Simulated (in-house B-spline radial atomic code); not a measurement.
A fraction x of an electron is removed from 2p in P⁵⁺, starting from [He] 2s2 2p6 and keeping the highest spin. Level of theory: non-relativistic PBE, spin-polarised, spherical fractional occupations, point nucleus; calculated with a radial B-spline atomic code at the basis-set limit.

| x | E(x) - E(0) (eV) | 2p down level (eV) |
| --- | --- | --- |
| 0 | 0.0000 | -199.823 |
| 0.02 | 4.0047 | -200.646 |
| 0.19 | 38.7115 | -207.680 |
| 0.31 | 63.9331 | -212.686 |
| 0.39 | 81.0821 | -216.040 |
| 0.5 | 105.1012 | -220.676 |
| 0.53 | 111.7406 | -221.945 |
| 0.7 | 150.0847 | -229.172 |
| 0.79 | 170.8832 | -233.022 |
| 0.92 | 201.5390 | -238.611 |
| 1 | 220.7661 | -242.067 |

The exact functional would give a straight line between the two integer points. Deviations E(x) - E(0) - x[E(1) - E(0)], in eV: -0.411 at x = 0.02, -3.234 at x = 0.19, -4.504 at x = 0.31, -5.017 at x = 0.39, -5.282 at x = 0.5, -5.265 at x = 0.53, -4.452 at x = 0.7, -3.522 at x = 0.79, -1.566 at x = 0.92.

The curve lies below the straight line by up to 5.282 eV (at x = 0.5): convex, the delocalisation error that favours fractional charges.

Problem. How well does Slater's transition state (minus the level at half occupation) give the ionisation energy?

Solution. It gives 220.676 eV against 220.766 eV from the two total energies; NIST lists 220.43 eV, ground level to ground level.
